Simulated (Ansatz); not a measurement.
Several settings on one geometry of the cluster Al₂Ni⁻ (the lowest doublet isomer of a short search) (that of the charge -1 doublet, r2SCAN-D4/def2-TZVPD). Ansatz on 4 threads of Arm Neoverse V2 on a shared host; times are rough.

```
atom   x (Å)   y (Å)   z (Å)
 Ni1   1.194  -0.227   0.067
 Al2  -0.618   0.374   1.214
 Al3  -0.577  -0.147  -1.281
```

Totals from different functionals, basis sets or treatments of relativity can't be compared as stabilities.

The 6-31G sets use Cartesian d functions. HSE06 is defined as in plane-wave codes, on full-range PBE exchange.

Scalar relativity in a set contracted without it gives distorted totals.

At PBE0-D4/def2-TZVPD a quartet lies 0.10 eV below the doublet of charge -1, at its own geometry.

**Question.** Give the basis size and estimate the energy, ⟨S²⟩ and time of these runs.

| run | method | charge | state | further keys |
| --- | --- | --- | --- | --- |
| 1 | UKS PBE0/cc-pVTZ | -1 | doublet | scf: {lower_state_search: off} |
| 2 | UKS revPBE0/cc-pVDZ | -1 | doublet | pseudopotentials: {relativity: scalar}; scf: {lower_state_search: off}; forces asked |
| 3 | UKS HSE06/6-31G | -1 | doublet | scf: {omitted_lower_state_checks: [starts]}; forces asked |

**Answer.** 
| run | functions | energy (Eh) | ⟨S²⟩ | wall time |
| --- | --- | --- | --- | --- |
| 1 | 136 | -1992.7772 | 1.24 | 4.1 s |
| 2 | 79 | -2003.7156 | 1.35 | 5 s |
| 3 | 55 | -1992.3735 | 1.57 | 7.5 s |

The highest occupied level of an anion often lies above zero with these methods, and sets without diffuse functions describe the outer electron poorly. At UKS PBE0/cc-pVTZ, UKS revPBE0/cc-pVDZ, UKS HSE06/6-31G the charge -1 doublet is spin-contaminated (final ⟨S²⟩ up to 1.57, 0.75 for a pure state).
